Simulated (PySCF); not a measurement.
Static polarisabilities and like-pair C6 coefficients by linear response at B3LYP/def2-SVPD (PySCF, frozen core in the response, non-relativistic, gas phase), PBE0-D3(BJ)/def2-SVP geometries, one conformer each; atomic units unless stated.

```
label                         species      α    C6
    P           `C([Si](Cl)(Cl)Cl)=C`   89.3  3046
    Q           `FC(/C=C\C#[C-])(F)F`   80.3  2116
    R                `CC1=CC=CC=C1CF`   94.1  3460
    S              `CS[SiH2]C(C)(C)C`  113.1  4885
    T  `C=C[C@@H]1C=C[C@@H]2C[C@]12F`   91.0  3367
    U                  `CCCCCS[SiH3]`  114.2  4969
```

Question: Estimate the unlike-pair coefficients by the rule C6(AB) = 2·C6(AA)·C6(BB) / [C6(AA)·αB/αA + C6(BB)·αA/αB], and compare with the geometric mean, for PQ, PR, PT, PU, QR, QT, ST and SU.

Answer: 
| pair | combination rule | geometric mean | ratio |
| --- | --- | --- | --- |
| PQ | 2532 | 2539 | 0.997 |
| PR | 3246 | 3247 | 1.000 |
| PT | 3201 | 3203 | 1.000 |
| PU | 3891 | 3891 | 1.000 |
| QR | 2696 | 2706 | 0.996 |
| QT | 2654 | 2669 | 0.994 |
| ST | 4054 | 4055 | 1.000 |
| SU | 4927 | 4927 | 1.000 |

The rule is exact for one-pole polarisabilities and never exceeds the geometric mean; the two meet where both partners have the same effective excitation energy. These unlike-pair values are estimates, not computed integrals.
